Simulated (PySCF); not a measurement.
Cl5Nb, charge -1, multiplicity 2. Atoms are numbered in the order given.

```xyz
6

Nb     0.0000     0.0000    -0.0335
Cl     0.0000     2.4371    -0.0239
Cl     0.0000    -2.4371    -0.0239
Cl     0.0000     0.0000     2.3272
Cl    -2.0911     0.0000    -1.0994
Cl     2.0911     0.0000    -1.0994
```
Charge -1, spin multiplicity 2.

Geometry: B3LYP-D3(BJ)/def2-SVPD. A frequency run showed that this geometry is not a minimum. The multiplicity is an assumed one; other spin states were not compared. The def2 effective core potentials stand for the cores of Nb; spin–orbit coupling is left out.

All values below come from B3LYP-D3(BJ)/def2-SVPD run with PySCF 2.14.0.

Frequencies are harmonic and unscaled.

Computed vibrational spectrum:
```json
[
 {"mode": "1", "ν (cm⁻¹)": "45i", "IR (km/mol)": "27.6", "moving atoms (share of kinetic energy)": "Cl 89 %, Nb 11 %"},
 {"mode": "2", "ν (cm⁻¹)": "68", "IR (km/mol)": "0.3", "moving atoms (share of kinetic energy)": "Cl 99 %"},
 {"mode": "3", "ν (cm⁻¹)": "93", "IR (km/mol)": "41.7", "moving atoms (share of kinetic energy)": "Cl 76 %, Nb 24 %"},
 {"mode": "4", "ν (cm⁻¹)": "130", "IR (km/mol)": "0.4", "moving atoms (share of kinetic energy)": "Cl 98 %"},
 {"mode": "5", "ν (cm⁻¹)": "141", "IR (km/mol)": "1.5", "moving atoms (share of kinetic energy)": "Cl 76 %, Nb 24 %"},
 {"mode": "6", "ν (cm⁻¹)": "147", "IR (km/mol)": "0.0", "moving atoms (share of kinetic energy)": "Cl 100 %"},
 {"mode": "7", "ν (cm⁻¹)": "153", "IR (km/mol)": "2.6", "moving atoms (share of kinetic energy)": "Cl 80 %, Nb 20 %"},
 {"mode": "8", "ν (cm⁻¹)": "266", "IR (km/mol)": "0.3", "moving atoms (share of kinetic energy)": "Cl 100 %"},
 {"mode": "9", "ν (cm⁻¹)": "317", "IR (km/mol)": "226.4", "moving atoms (share of kinetic energy)": "Cl 56 %, Nb 44 %"},
 {"mode": "10", "ν (cm⁻¹)": "333", "IR (km/mol)": "308.3", "moving atoms (share of kinetic energy)": "Cl 70 %, Nb 30 %"},
 {"mode": "11", "ν (cm⁻¹)": "336", "IR (km/mol)": "0.0", "moving atoms (share of kinetic energy)": "Cl 100 %"},
 {"mode": "12", "ν (cm⁻¹)": "372", "IR (km/mol)": "107.2", "moving atoms (share of kinetic energy)": "Cl 59 %, Nb 41 %"}
]
```
